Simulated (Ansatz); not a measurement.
Consider the silylene formation by 1,1-elimination: `O[SiH](O)S[SiH2]Cl` → `O[Si]O` + `S[SiH2]Cl`.

Program: Ansatz. Geometries: PBE0-D4/def2-TZVP. ΔE: electronic, gas phase. CBS: MP2 limit from def2 TZ/QZ plus the TZ coupled-cluster correction, frozen cores. This one scheme is used for every species. Functionals use def2-TZVPP. B3LYP here is the variant with VWN-RPA as its local correlation; programs differ in this. HSE06 is defined as in plane-wave codes. One conformer a species, not always the lowest.

```csv
level,ΔE (kJ/mol),difference from CCSD(T)/CBS
LDA (SPW92),216.0,8.9
PBE-D4,198.0,-9.1
revPBE-D4,198.3,-8.8
BLYP-D4,180.3,-26.8
r2SCAN-D4,220.3,13.2
B97M-V,205.2,-1.9
PBE0-D4,215.4,8.3
B3LYP-D4,196.7,-10.4
r2SCANh-D4,223.5,16.4
HSE06-D4,215.1,8.0
BHLYP-D4,216.2,9.1
CAM-B3LYP-D4,200.7,-6.4
ωB97X-V,211.0,3.9
ωB97M-V,195.9,-11.2
PBE,184.3,-22.8
revPBE,169.0,-38.1
BLYP,152.6,-54.5
r2SCAN,216.5,9.4
PBE0,203.2,-3.9
B3LYP,174.6,-32.5
r2SCANh,219.4,12.3
r2SCAN0,223.5,16.4
HSE06,203.4,-3.7
BHLYP,196.6,-10.5
CAM-B3LYP,187.7,-19.4
LC-ωPBE,213.9,6.8
RPA@PBE/def2-TZVPP,180.6,-26.5
HF/def2-SVP,192.1,-15.0
MP2/def2-SVP,202.6,-4.5
CCSD/def2-SVP,182.3,-24.8
CCSD(T)/def2-SVP,182.9,-24.2
MP2/def2-TZVPP,217.5,10.4
SCS-MP2/def2-TZVPP,205.5,-1.6
CCSD/def2-TZVPP,197.0,-10.1
HF/def2-QZVPP,196.3,-10.8
MP2/def2-QZVPP,221.9,14.8
SCS-MP2/def2-QZVPP,210.4,3.3
HF/CBS(def2),196.3,-10.8
MP2/CBS(def2),225.4,18.3
CCSD/CBS(def2),204.8,-2.3
CCSD(T)/CBS,207.1,0
```

Task: What do rigid-rotor, harmonic-oscillator terms from PBE0-D4/def2-TZVP frequencies (298.15 K, 1 bar) make of the CCSD(T)/CBS value? (An estimate is asked.)

Result: Computed: ΔZPE = -7.7 kJ/mol, ΔH = +199.9 kJ/mol, ΔS = 155 J/(mol·K), ΔG = +153.7 kJ/mol. Modes under 50 cm⁻¹ make the entropy rough.

Largest T1 diagnostic among the species: 0.015.

From PBE to PBE0 (25 % exact exchange), in def2-TZVPP and without D4, ΔE moves by +18.9 kJ/mol. At CCSD(T), def2-SVP lies −24.2 kJ/mol from the extrapolated value and def2-TZVPP −7.8 kJ/mol.
